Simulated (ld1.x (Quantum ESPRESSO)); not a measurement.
## Li (Z = 3): from the effect back to the setting (TM)

Base potential:

Li, norm-conserving Troullier–Martins (Kleinman–Bylander form), made with ld1.x (Quantum ESPRESSO) 7.5 (PBEsol, non-relativistic). Core none, reference 1s2 2s0 2p0 (charge +1). Waves: 1s (bound): rc 0.50 bohr; 2p (bound, empty): rc 3.45 bohr. Local part: all-electron potential smoothed inside 2.45 bohr (lloc = -1). Core correction: none.

Cutoffs, loose and tight: the cutoffs (Ry, on a coarse ladder) from which the occupation-weighted sum of valence levels, in a spherical-Bessel basis at the reference potential, stays within 10 and 1 mRy of its value at 400 Ry. They do not see the model core or the augmentation charge, which bear on the density cutoff. Test errors are all-electron minus pseudo excitation energies from the reference, over the configurations 1s2 2s1 2p0; 1s2 2s0.5 2p0; 1s2 2s0 2p1; 1s1 2s1 2p0; variants that change the core or the reference have their own tests.

Only the scale of all radii (base = 1) is moved (2 further runs of the sweep failed or gave no value and are left out):

| scale of all radii (base = 1) | cutoff, loose | cutoff, tight | bound ghosts | largest test error (meV) |
| --- | --- | --- | --- | --- |
| 1 | 260 Ry | 300 Ry | none | -886 |
| 1.09 | 230 Ry | 300 Ry | none | -1078 |
| 1.28 | 180 Ry | over 300 Ry | none | -1764 |
| 1.36 | 160 Ry | over 300 Ry | none | -1976 |

Task: One more run gave cutoff, loose: 200 Ry; cutoff, tight: over 300 Ry; bound ghosts: none; largest test error (meV): -1238. Which value of the scale of all radii (base = 1) was used?

Result: 1.15. The loose cutoff moves one way along this sweep, from 260 Ry at 1 to 160 Ry at 1.36, which places the run between 1.09 and 1.28.
